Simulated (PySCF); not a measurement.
bromochloromethane (ClCBr, CH2BrCl)

Geometry (Å), atoms numbered from 1 in this order:
```xyz
5

Cl   -1.1597   -1.2470    0.0404
C     0.1505   -0.0781   -0.0027
Br   -0.4619    1.7510   -0.0493
H     0.7495   -0.1925    0.8943
H     0.7356   -0.2430   -0.9010
```

Method used: quadratic response CAM-B3LYP/aug-cc-pVTZ first hyperpolarisability, Taylor convention, gas phase in PySCF 2.14.0. Geometry: PBE0-D3(BJ)/def2-TZVP.

The calculation is non-relativistic, which matters for the atoms heavier than Zn.

Q: Give the tensor of the second harmonic β(−2ω;ω,ω) at 1064 nm in the axes of these coordinates.

A: In au, Taylor convention; rows are the first index (the induced dipole):
|  | xx | yy | zz | xy | xz | yz |
| --- | --- | --- | --- | --- | --- | --- |
| x | +2.8 | -19.8 | +12.6 | -31.1 | +1.0 | +0.9 |
| y | -31.2 | -69.3 | -30.6 | -19.5 | +0.9 | +0.4 |
| z | +1.0 | +0.4 | +2.3 | +0.9 | +12.4 | -30.0 |

Norm of βᵢ = ⅓ Σⱼ (βᵢⱼⱼ + βⱼᵢⱼ + βⱼⱼᵢ): 130.7 au, hyper-Rayleigh value 49.5 au.
